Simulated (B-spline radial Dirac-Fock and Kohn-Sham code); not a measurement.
The computed values come from an atomic code on a B-spline grid: Dirac-Fock energy differences between relaxed states, corrected for Breit and QED terms. Free neutral atoms.

Q: Order these X-ray lines by photon energy, lowest first.
A. Cl Lη
B. Nb Mζ1
C. Si Lℓ
D. S Lη
E. Zr Mζ2
F. Si Lη

A: C (93.86 eV), F (94.43 eV), D (150.3 eV), E (151.8 eV), B (170.1 eV), A (182.1 eV).
